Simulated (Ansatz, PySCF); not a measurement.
Spin states of H2O2W (SMILES [OH][W][OH]), each relaxed with B3LYP-D3(BJ)/def2-TZVP.
State 1 (charge 0, multiplicity 3):
```xyz
5

W     -0.01043     0.00584    -0.01110
O      1.32375     0.25706    -1.24378
H      2.01836     0.38795    -1.88621
O     -1.34495    -0.24522     1.22124
H     -2.04039    -0.37589     1.86283
```
State 2 (charge 0, multiplicity 5):
```xyz
5

W      0.325     0.329     0.418
O      1.508     0.049    -1.078
H      1.342     0.374    -1.971
O     -1.150    -0.452     1.381
H     -2.079    -0.270     1.194
```

Singlets are restricted, other states unrestricted; no spin–orbit coupling, no relativity up to Kr; see below for the cores. The largest T1 diagnostic is 0.022.

Correlated levels freeze the inner cores; with def2 sets outer-core shells near the valence are correlated too. CBS(a, b) extrapolates the correlation energy as X⁻³ and adds the Hartree–Fock energy of set b.

Programs: Ansatz (Gaussian basis) for Hartree–Fock, density functionals and correlated methods; PySCF for the dispersion terms.  In def2 rows elements past Kr take small-core potentials, without spin–orbit coupling.

PBE/def2-TZVPP gives 0.452 eV for the energy of the multiplicity-5 state less that of the multiplicity-3 state.

**Question.** Where do these levels fall relative to PBE: PBE-D3(BJ)/def2-TZVPP, r2SCAN/def2-TZVPP, PBE0/def2-TZVPP, wB97M-V/def2-TZVPP, B2PLYP/def2-TZVPP, CCSD(T)/CBS(def2-SVP, def2-TZVPP).

**Answer.** PBE-D3(BJ)/def2-TZVPP -0.001; r2SCAN/def2-TZVPP -0.364; PBE0/def2-TZVPP -0.144; wB97M-V/def2-TZVPP 0.278; B2PLYP/def2-TZVPP 0.257; CCSD(T)/CBS(def2-SVP, def2-TZVPP) 0.154 eV. 3 of 6 lie above PBE; the widest gap is to r2SCAN/def2-TZVPP.

Ansatz is a first-principles code.
